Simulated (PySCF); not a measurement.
Compound: C6H10O.
Cartesian coordinates in Å at the GFN2-xTB level; atoms count from 1:
```
atom  x, y, z in Å
C1     2.4083    0.5576    0.6900
C2     1.6440   -0.4393    0.2871
C3     0.6117   -0.3269   -0.7964
C4    -0.7636   -0.4343   -0.1920
C5    -1.4973   -1.5335   -0.2473
C6    -1.2516    0.8267    0.4765
O7    -1.4342    1.8815   -0.4475
H8     2.3490    1.5340    0.2368
H9     3.1285    0.4421    1.4825
H10    1.7104   -1.4119    0.7576
H11    0.7062    0.6404   -1.2937
H12    0.7594   -1.1260   -1.5258
H13   -1.1473   -2.4264   -0.7381
H14   -2.4748   -1.5912    0.2029
H15   -2.1833    0.6317    1.0254
H16   -0.4964    1.1884    1.1804
H17   -2.0761    1.5991   -1.1082
```

Vertical excitations from PySCF (density fitting, frozen core in the response, grid level 2 and gas phase unless stated; continuum runs use non-equilibrium linear response for the excitations) on a GFN2-xTB geometry. Reference run:

```tsv
settings	S1, eV (f)	S2, eV (f)	S3, eV (f)	S4, eV (f)	S5, eV (f)	S6, eV (f)	T1, eV (Tamm–Dancoff)	mean α (au)
PBE0/def2-SVPD, full TDDFT, 6 singlets	6.20 (0.114)	6.58 (0.136)	6.62 (0.019)	6.99 (0.045)	7.28 (0.034)	7.36 (0.016)	4.32	78.7
```

**Question.** What do these settings give: LC-wPBE/IGLO-II, energy threshold 1e-06 Eh, full TDDFT, 1 singlet?

**Answer.** 
```json
{"settings": "LC-wPBE/IGLO-II, energy threshold 1e-06 Eh, full TDDFT, 1 singlet", "S1, eV (f)": "7.10 (0.305)", "S2, eV (f)": "–", "S3, eV (f)": "–", "S4, eV (f)": "–", "S5, eV (f)": "–", "S6, eV (f)": "–", "T1, eV (Tamm–Dancoff)": "4.26", "mean α (au)": "70.0"}
```

S1 moves by +0.90 eV; functional and basis change together, so the shift can't be laid on one. States are counted by energy in each run and needn't keep their character from row to row.

**Question.** Give the leading configurations of S1 (H = HOMO, L = LUMO) and the HOMO–LUMO gap of each run.

**Answer.** 
```csv
settings,S1 configurations (weight),S1 (eV),orbital gap (eV),S1 − gap (eV)
"PBE0/def2-SVPD, full TDDFT, 6 singlets","H→L 0.69, H−2→L 0.13, H−1→L 0.09",6.20,7.12,-0.92
"LC-wPBE/IGLO-II, energy threshold 1e-06 Eh, full TDDFT, 1 singlet",H→L 0.74,7.10,12.17,-5.07
```

One conformer stands for the species.
